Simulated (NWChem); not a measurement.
System: C$_{2}$H$_{6}$FNSi; SMILES C(/[SiH3])=N/CF

```xyz
11

F      1.1874     0.9917     0.0001
C      0.0103     1.7232     0.0013
N     -1.1682     0.9582     0.0005
C     -1.1654    -0.3129    -0.0002
Si     0.2931    -1.5592    -0.0009
H      0.0153     2.3678    -0.8949
H      0.0156     2.3655     0.8991
H     -2.1705    -0.7723    -0.0007
H      1.1293    -1.4447     1.2279
H     -0.3536    -2.9089    -0.0010
H      1.1283    -1.4442    -1.2304
```
Atoms are numbered in this order, from 1.

Computed with NWChem. Pople sets run with spherical d functions. All runs use the structure optimised with PBE0/def2-SVP. Level: PBE0/6-31G* with SMD (1 M gas to 1 M solution), gas-phase geometry. Reactions with the solvent are ignored.

**Question.** Order these by “solvation free energy (kcal/mol)”, lowest first: 1,4-dioxane; acetone; water.

**Answer.** acetone (-3.0), water (-1.9), 1,4-dioxane (-0.5)
